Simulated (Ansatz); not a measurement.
`O/C=C/[SiH2][SiH3]` → `C=C[SiH2]O[SiH3]`  (isomerisation)

Isolated molecules relaxed with PBE0-D4/def2-TZVP in Ansatz; ΔE leaves out vibrations. CCSD(T)/CBS adds triple-zeta CCSD(T) − MP2 to the extrapolated MP2 energy (def2 sets, frozen cores). DFT in def2-TZVPP. B3LYP here is the variant with VWN-RPA as its local correlation; programs differ in this. Each species was taken in one conformer, which may not be the lowest.

```csv
level,ΔE (kcal/mol)
PBE,-46.4
PBE0,-50.5
B3LYP,-56.8
CCSD/def2-TZVPP,-60.4
```

Question: What does CCSD(T)/CBS give? (Best estimate.)

Answer: Ansatz gave: -59.7 kcal/mol. The listed levels differ from it by 13.3, 9.2, 2.9, -0.7 kcal/mol.

Largest T1 diagnostic among the species: 0.013.

The D4 term adds −0.8 kcal/mol with B3LYP and −0.4 kcal/mol with PBE0; it sums over pairs of atoms, weighted by their polarisabilities, and B3LYP, whose exchange is more repulsive, gets the larger term. In def2-TZVPP, CCSD(T) changes the Hartree–Fock value by +8.4 kcal/mol (the triples alone add +1.6 kcal/mol) and MP2 by +5.7 kcal/mol.
